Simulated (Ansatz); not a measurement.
Ge(SiH3)4 (Si4GeH12). The state is a singlet with charge 0. Geometry r2SCAN-D4/def2-SVP, basis def2-TZVP, Ansatz.

| run | HOMO (eV) | LUMO (eV) |
| --- | --- | --- |
| A | -8.80 | 0.59 |
| B | -6.71 | -0.98 |
| C | -6.94 | -1.41 |
| D | -7.12 | -0.77 |
| E | -7.89 | -0.29 |
| F | -6.87 | -1.12 |

Q: The runs used BHLYP, BLYP, LDA (SPW92), PBE, PBE0, r2SCAN. Estimate which is which.

A: A BHLYP (50 % exact exchange); B BLYP (0 % exact exchange); C LDA (SPW92) (0 % exact exchange); D r2SCAN (0 % exact exchange); E PBE0 (25 % exact exchange); F PBE (0 % exact exchange). Exact exchange lowers occupied and raises empty levels; among semilocal functionals meta-GGAs tend to open the gap a little, and such runs are hard to tell apart. The gap grows from 5.53 eV (LDA (SPW92)) to 9.38 eV (BHLYP).
